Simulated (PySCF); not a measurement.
An unknown shows these calculated signals:

1H NMR (500 MHz, computed): δ 8.49 (s, 1H), 7.93 (d, 2H), 7.75 (m, 1H), 7.71 (m, 2H), 5.46 (s, 2H), 4.34 (br s, 1H).

13C{1H} NMR (computed): δ 168.3 (CH), 140.5 (CH), 138.4 (C), 136.2 (CH), 133.6 (CH).

[PySCF 2.14: geometry from GFN2-xTB; shieldings: GIAO PBE0/pcSseg-1; gas phase; non-relativistic; equivalent nuclei averaged; one conformer]

δ = σ(ref) − σ, references computed at the same level: 1H, 13C against TMS.

**Question.** Which of these does the molecule contain: a Si–H bond, an NH or NH2 group, a heteroaromatic ring, a vinyl group CH=CH2, a C≡C triple bond, a benzene ring?

**Answer.** 
- A Si–H bond: yes (δH 5.46 (s)).
- An NH or NH2 group: yes (δH 4.34 (br s)).
- A heteroaromatic ring: no.
- A vinyl group CH=CH2: no.
- A C≡C triple bond: no.
- A benzene ring: yes.

The data belong to `c1ccc([SiH2]NC=O)cc1`, C₇H₉NOSi; they needn't prove each group on their own.

Carbon signals by region: 1 in the far downfield region (above 160 ppm), 4 in the sp2 and nitrile region (100–160 ppm). Above 160 ppm: 168.3, amide carbonyl carbon.

The OH or NH signal is concentration- and solvent-dependent in practice; the value given is the gas-phase one. Shifts are as computed. Against solution values, carbons near 30 ppm lie about +3 ppm off and those near 130 ppm about +5 ppm. Of 1211 compounds with measured shifts, 218 miss one by over three times the rms of a fit or turn the order of signals round; such compounds aren't used in these exercises. Hydrogen bonding in solution deshields acid and N–H amide carbonyl carbons by as much as 10 ppm beyond these values. No couplings were computed; multiplicities are counted from neighbouring protons, with m where these are inequivalent, close in shift, in a saturated or five-membered ring or joined by F or P, and br s for small geminal =CH2 splittings.
